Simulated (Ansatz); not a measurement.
System: dichloro(difluoro)silane, sum formula SiCl₂F₂, net charge 0, singlet state. SMILES: F[Si](F)(Cl)Cl
Structure (B3LYP-D3(BJ)/def2-TZVP (Ansatz, a first-principles code) minimum search):
```
Si
F 1 1.5763
F 1 1.5763 2 107.66
Cl 1 2.0176 2 109.30 3 -118.62
Cl 1 2.0176 2 109.30 3 118.62
```
Charge 0, spin multiplicity 1.

Parts of the frozen-core correlation energy in aug-cc-pV(Q+d)Z (Ansatz, hartree). Frozen orbitals: 17; correlated occupied orbitals by spin: 16 and 16; virtual: 394 and 394. Spin-orbit coupling is left out. Non-relativistic.

| term | value |
|---|---|
| reference (HF) | -1407.23541 |
| MP2 opposite-spin | -0.82044 |
| MP2 same-spin | -0.27290 |
| CCSD correlation | -1.11544 |
| (T) | -0.04442 |
| T1 diagnostic | 0.010 |
| largest doubles amplitude | 0.017 |
